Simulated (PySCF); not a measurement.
Input of a response calculation (the driver script's job line, then coordinates in Å):

```
{"job": {"kind": "uv", "xc": "CAM-B3LYP", "basis": "def2-SVPD", "nstates": 8, "ntriplets": 3}, "charge": 0, "multiplicity": 1}
C      2.156340     0.667216     0.069812
C      0.846539     0.445165     0.005142
C      0.197769    -0.872433     0.421955
N     -1.100983    -0.833800    -0.255964
B     -1.432067     0.797671    -0.265638
O     -0.060140     1.301283    -0.444346
H      2.828657    -0.093017     0.419945
H      2.572738     1.614340    -0.213157
H      0.796710    -1.743597     0.149898
H      0.033774    -0.868632     1.502692
H     -1.820832    -1.386359     0.197371
H     -1.004367    -1.130463    -1.223369
H     -2.122011     1.055289    -1.194642
H     -1.892806     1.046864     0.808136
```

Output:

```
coarse grid: 11456 points
cycle   1  E = -273.4998517205  dE =  1.030e+00  |g| = 6.747e-01  |ddm| = 6.806e+00
cycle   2  E = -273.4606558032  dE =  3.920e-02  |g| = 8.747e-01  |ddm| = 2.173e+00
cycle   3  E = -273.6023545195  dE = -1.417e-01  |g| = 9.941e-02  |ddm| = 1.237e+00
cycle   4  E = -273.6039630645  dE = -1.609e-03  |g| = 4.705e-02  |ddm| = 2.037e-01
cycle   5  E = -273.6044785838  dE = -5.155e-04  |g| = 1.248e-02  |ddm| = 8.574e-02
cycle   6  E = -273.6045161943  dE = -3.761e-05  |g| = 2.569e-03  |ddm| = 2.619e-02
cycle   7  E = -273.6045179940  dE = -1.800e-06  |g| = 5.209e-04  |ddm| = 7.380e-03
final grid: 110008 points
cycle   8  E = -273.6572613556  dE = -4.280e-05  |g| = 3.468e-03  |ddm| = 1.224e-01
cycle   9  E = -273.6572622351  dE = -8.794e-07  |g| = 3.158e-03  |ddm| = 1.517e-02
cycle  10  E = -273.6572644494  dE = -2.214e-06  |g| = 4.125e-04  |ddm| = 4.527e-03
cycle  11  E = -273.6572644772  dE = -2.782e-08  |g| = 2.753e-04  |ddm| = 1.040e-03
cycle  12  E = -273.6572644943  dE = -1.709e-08  |g| = 5.227e-05  |ddm| = 5.524e-04
cycle  13  E = -273.6572644948  dE = -5.812e-10  |g| = 2.102e-05  |ddm| = 8.894e-05
converged SCF energy = -273.6572644948

Static polarisability (au): isotropic 64.031, principal 51.226 59.133 81.734

Singlet excitations
state   eV       nm        f      main configurations
  1   5.2545    236.0   0.00807   H->L 0.91
  2   6.0551    204.8   0.07824   H->L+1 0.82
  3   6.1961    200.1   0.10768   H->L+2 0.80, H->L+3 0.10
  4   6.7194    184.5   0.10121   H->L+3 0.58, H->L+4 0.24, H->L+2 0.12
  5   6.9311    178.9   0.10700   H->L+4 0.57, H->L+3 0.19, H-1->L 0.09
  6   7.2079    172.0   0.01986   H->L+5 0.77
  7   7.3669    168.3   0.00871   H-1->L 0.73, H->L+5 0.11
  8   7.5832    163.5   0.02381   H->L+6 0.73

Triplet excitations (Tamm-Dancoff, eV): 4.0426 5.2059 6.0004
```

Method used: PySCF 2.14.0, density-fitted response routines, TDDFT CAM-B3LYP/def2-SVPD, vertical, gas phase, core orbitals frozen in the response. Geometry: GFN2-xTB, one conformer, isolated molecule.

Question: Give the energy of state 8 in hartree, cm⁻¹ and kJ/mol.

Answer: 0.27868 hartree, 61163 cm⁻¹, 731.7 kJ/mol.

Question: What is the total energy of state 8 at this geometry?

Answer: -273.65726 + 0.27868 = -273.37858 hartree.

Question: What is the gap between the lowest singlet and the lowest triplet?

Answer: 5.2545 − 4.0426 = 1.2119 eV (full response against Tamm–Dancoff).

Question: What is the polarisability anisotropy, √(½[(α1 − α2)² + (α2 − α3)² + (α3 − α1)²])?

Answer: 27.42 au.

Question: How many basis functions and electrons does this run hold?

Answer: 187 basis functions for 46 electrons in 23 doubly occupied orbitals.

Question: Which species is it?

Answer: `C=C1C[NH2+][BH2-]O1` (C3H8BNO), point group C1.

The SCF starts on a coarse grid; the energy jumps when the final grid takes over, and dE counts afresh there. H and L stand for HOMO and LUMO.
